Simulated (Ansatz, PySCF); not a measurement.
Complex: CH4 (SMILES C) (first 5 atoms) with H2S (SMILES S); geometry from B3LYP-D3(BJ)/def2-TZVP, rigid monomers moved along the line of their centres of mass till C1···H8 is 2.72 Å.
(charge 0, multiplicity 1):
```xyz
8

C     -0.008    -0.057     0.169
H     -0.853     0.218     0.798
H     -0.216     0.225    -0.862
H      0.888     0.459     0.512
H      0.150    -1.133     0.222
S      0.401    -0.085     3.806
H      0.338     1.023     3.051
H      0.420    -0.883     2.727
```

Counterpoise-corrected where a basis set is named; no monomer relaxation.

Frozen-core correlation. Rows in 6-31G* carry no dispersion term and start afresh at each structure (6-31G* with six Cartesian d functions). MP2/6-31G* freezes PySCF's default core.

Run with Ansatz (a program for electronic structure); PySCF for 6-31G* rows. Each number belongs to the level named beside it.

Question: Estimate the interaction energy that SCS-MP2/aug-cc-pV(D+d)Z returns for this input.

Answer: 0.4 kcal/mol

Question: Estimate the interaction energy that MP2/6-31G* returns for this input.

Answer: 1.0 kcal/mol

Question: Give the interaction energy at the level CCSD/aug-cc-pV(T+d)Z.

Answer: -0.1 kcal/mol
